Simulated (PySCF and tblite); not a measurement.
The numbers below are computed, except where a source is named.
C₆H₈F₂O, numbered as in [O:1]=[C:2]1[CH2:3][CH2:4][CH2:5][CH2:6][C:7]1([F:8])[F:9].

The ensemble was built from 60 distance-geometry starts (ETKDG and KDG, MMFF94s, GFN2-xTB) and rests on GFN2-xTB geometries. Weights use PBE0-D3(BJ)/pcSseg-1 energies plus GFN2-xTB zero-point and thermal terms (modes under about 100 cm⁻¹ blended into free rotors). Symmetry numbers and mirror images are counted. Conformers within 3 kcal/mol (GFN2-xTB free energy) were kept, 10 at most. Codes: tblite and PySCF.

An NOE distance is ⟨r⁻⁶⟩^(−1/6) over all pairs of like atoms and, for the average, over conformers.

The 6-ring runs over atoms 2–3–4–5–6–7. Of a mirror pair one member is shown.

```
conformer                                                          shape  weight %
        1                                        6-ring chair (F9 axial)      99.9
        2  6-ring twist-boat (ring torsions -34, 69, -34, -28, 63, -29°)       0.1
```

**Question.** Which H–H contacts under 3.5 Å would NOEs report (pairs on one atom left out) at 298.15 K?

**Answer.** 
```tsv
pair	in 1 (Å)	in 2 (Å)	average (Å)
H4 ··· H5	2.57	2.59	2.57
H3 ··· H4	2.58	2.53	2.58
H5 ··· H6	2.58	2.53	2.58
H3 ··· H5	3.11	3.30	3.11
H4 ··· H6	3.15	3.29	3.15
```

Longer pairs under the limit may be missing.


Conformer gaps in pcSseg-1 on xTB geometries can be 2 kcal/mol off for S=O, P=O and other polar bonds.